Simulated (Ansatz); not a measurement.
Relaxation of ClF$_{2}$H$_{5}$O$_{4}$W (13 atoms, charge 0, multiplicity 1), to a largest force component of 0.03 eV/Å in at most 50 steps.

Computed with RKS PBE/def2-SVP (Ansatz 0.2.0).

```xyz
13
Properties=species:S:1:pos:R:3:forces:R:3
W 0.534 0.126 -0.211 -0.27 -0.01 -0.57
F -1.059 0.886 2.289 0.16 0.06 0.23
O 2.230 -0.068 -1.036 0.12 0.01 0.01
H 2.197 -0.370 -1.969 -0.06 0.01 -0.02
O 0.234 1.979 -0.427 -0.24 0.60 0.61
H -0.129 2.652 0.205 0.36 -0.60 -0.44
F -1.363 -0.050 -0.223 0.05 -0.11 -0.04
O 0.483 -1.507 0.739 0.04 -0.29 0.12
H 1.153 -1.804 1.388 -0.11 0.19 -0.11
O 0.187 -0.420 -2.064 -0.19 0.00 0.02
H -0.786 -0.446 -2.203 0.11 -0.06 0.01
Cl 1.929 0.781 1.642 0.05 0.16 0.48
H -0.326 0.834 2.882 -0.02 0.03 -0.31
```

**Question.** Where does it end, and by what steps?

**Answer.** The forces met the threshold. The force dipped under the threshold on the way, but the program's further checks kept it going. After 23 steps the energy has fallen by 0.738 eV; F2 moved furthest, 1.97 Å.

```tsv
step	energy less start (eV)	largest force component (eV/Å)	accepted
0	0.0000	0.612	yes
1	-0.1017	1.105	yes
2	-0.1728	1.060	yes
3	-0.2323	0.532	yes
4	-0.2667	0.447	yes
5	-0.2984	1.148	yes
6	-0.3683	0.594	yes
7	-0.4468	0.420	yes
8	-0.4871	0.421	yes
9	-0.5285	0.261	yes
10	-0.5693	0.419	yes
11	-0.6066	0.503	yes
12	-0.6339	0.795	yes
13	-0.6730	0.352	yes
14	-0.6920	0.292	yes
15	-0.7166	0.268	yes
16	-0.7320	0.089	yes
17	-0.7312	0.420	no
18	-0.7349	0.116	yes
19	-0.7359	0.154	yes
20	-0.7363	0.045	yes
21	-0.7369	0.043	yes
22	-0.7373	0.025	yes
23	-0.7375	0.023	yes
```

```xyz
13
Properties=species:S:1:pos:R:3
W 0.368 -0.109 -0.393
F -0.232 2.672 2.221
O 2.067 0.472 -0.995
H 2.795 -0.107 -1.292
O -0.182 1.625 -0.090
H -0.265 2.205 0.737
F -1.370 -0.815 -0.020
O 1.097 -1.830 -0.035
H 1.275 -2.151 0.871
O -0.145 -0.392 -2.202
H -1.037 -0.765 -2.351
Cl 0.780 -0.012 2.104
H 0.132 1.799 2.458
```

Run time: 67 s on 4 threads of Arm Neoverse V1 (shared host), peak memory 0.25 GiB.
